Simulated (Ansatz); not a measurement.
System: sum formula H5BSiO3, net charge 0, singlet state. 
Structure (B3LYP-D3(BJ)/def2-TZVP (Ansatz, a first-principles code) minimum search):
```xyz
10

O     -0.9525     0.5204     1.2832
B     -0.8436    -0.3860     0.2505
O     -1.7688    -1.3534    -0.0438
O      0.2609    -0.3214    -0.5386
Si     1.5870     0.6615    -0.5390
H     -1.7397     0.4585     1.8291
H     -2.5412    -1.3823     0.5251
H      1.1905     2.0735    -0.7389
H      2.4408     0.2216    -1.6614
H      2.3325     0.5333     0.7334
```
Charge 0, spin multiplicity 1.

Parts of the frozen-core correlation energy in cc-pV(D+d)Z (Ansatz, hartree). Frozen orbitals: 9; correlated occupied orbitals by spin: 15 and 15; virtual: 80 and 80. Spin-orbit coupling is left out. Non-relativistic.

```
term                            value
-------------------------  ----------
reference (HF)             -541.34137
MP2 opposite-spin            -0.54920
MP2 same-spin                -0.18528
CCSD correlation             -0.77142
(T)                          -0.01750
T1 diagnostic                   0.012
largest doubles amplitude       0.023
```
